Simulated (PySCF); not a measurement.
Krypton: a sound run and one with changed settings

Sound run: Kr²⁺ [Ar] 3d10 4s2 4p4, Kr³⁺ [Ar] 3d10 4s2 4p3. Calculation: PySCF 2.14, in Sapporo-DKH3-DZP-2012; scalar relativity by spin-free X2C-1e. In the sound run the correlated levels freeze [Ar] 3d10. The sound run starts from symmetry-adapted Hartree-Fock orbitals and uses a fine grid where one is needed.

Changed run: basis STO-3G, all-electron and non-relativistic. This setting is unsound on purpose.

```csv
species,method,sound run (hartree),changed run (hartree),converged
Kr²⁺,UHF,-2786.77248,-2721.45462,yes
Kr²⁺,B3LYP,-2788.58517,-2722.70642,yes
Kr²⁺,BP86,-2788.89467,-2722.91453,yes
Kr²⁺,MP2,-2786.85048,-2721.45462,yes
Kr³⁺,UHF,-2785.50708,-2720.16316,yes
Kr³⁺,B3LYP,-2787.26769,-2721.35837,yes
Kr³⁺,BP86,-2787.57713,-2721.56503,yes
Kr³⁺,MP2,-2785.56927,-2720.16316,yes
```

Ionisation energy of Kr²⁺:

```json
{"method": "UHF", "sound run (eV)": "34.433", "changed run (eV)": "35.142"}
{"method": "B3LYP", "sound run (eV)": "35.850", "changed run (eV)": "36.682"}
{"method": "BP86", "sound run (eV)": "35.852", "changed run (eV)": "36.722"}
{"method": "MP2", "sound run (eV)": "34.863", "changed run (eV)": "35.142"}
{"method": "SCS-MP2", "sound run (eV)": "34.880", "changed run (eV)": "35.142"}
```

A minimal basis cannot let orbitals breathe on ionisation and holds almost no correlation. The Hamiltonian changed with the basis, so the totals do not compare.

For comparison, NIST gives 35.838 ± 0.02 eV between the lowest levels.
